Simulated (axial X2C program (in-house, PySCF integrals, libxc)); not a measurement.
# InSe⁻: cheaper levels and CCSD(T), with spin–orbit coupling

Calculated with an in-house relativistic program for diatomic molecules. Two-component (2c) means X2C with spin–orbit coupling and atomic mean-field two-electron Coulomb and Gaunt terms. Basis: In dyall-acv3z [12s13p10d5f1g], Se dyall-acv3z [9s10p7d5f1g] (cores contracted in-house); Gaussian nuclei, density fitting, unrestricted open shells. Masses: In 114.904 u, Se 79.917 u.

State: Ω = 0 (closed shell); fragments In + Se-.

| level | Re (Å) | ωe (cm⁻¹) | De (eV) |
| --- | --- | --- | --- |
| PBE0 | 2.443 | 262.4 | n/a |
| HF | 2.445 | 272.6 | 2.02 |
| MP2 | 2.471 | 260.2 | 3.40 |
| CCSD | 2.467 | 261.9 | 3.12 |
| BHandHLYP | 2.442 | 266.3 | n/a |

Correlated methods: 10 electrons correlated (number of frozen shells: In 4 s, 3 p, 2 d; Se 3 s, 2 p, 1 d), 338 virtual spin orbitals or spinors in MP2, 90 natural virtuals in coupled cluster.

CCSD(T), same Hamiltonian and basis:

Re = 2.479 Å, ωe = 255.3 cm⁻¹, De = 3.28 eV; T1 = 0.021 (Lee–Taylor normalisation).

Question: Give the differences from CCSD(T) in the columns below.

Answer: 

```csv
level,ΔRe (Å),Δωe (cm⁻¹),ΔDe (eV)
PBE0,-0.036,7.1,n/a
HF,-0.034,17.3,-1.26
MP2,-0.008,4.9,0.12
CCSD,-0.012,6.6,-0.16
BHandHLYP,-0.037,11.0,n/a
```

Occupations by symmetry block were frozen at the best pattern of an incomplete PBE0 search. The closed shell is kept restricted, so the energy runs too high when the bond is stretched far. De is counted from the lowest determinant-based energies of the atoms at the same level, without counterpoise correction. De is not given where an atomic determinant may have missed its ground term or J level, or where the truncated virtual space spoils (T). Coupled cluster ran in a truncated set of natural virtual spinors; the MP2 energy of the rest was added. (T) has no such correction and the atoms are truncated less, which lowers De at CCSD(T) by a hundredth of an eV or more. The functionals have no current-density term, which raises determinants with orbital currents, atoms included. With the outer-core shells frozen, correlated bond lengths of heavy atoms tend to come out a few hundredths of an ångström too long. Hartree–Fock gets electron affinities wrong, so its lowest charge split need not be the true one.
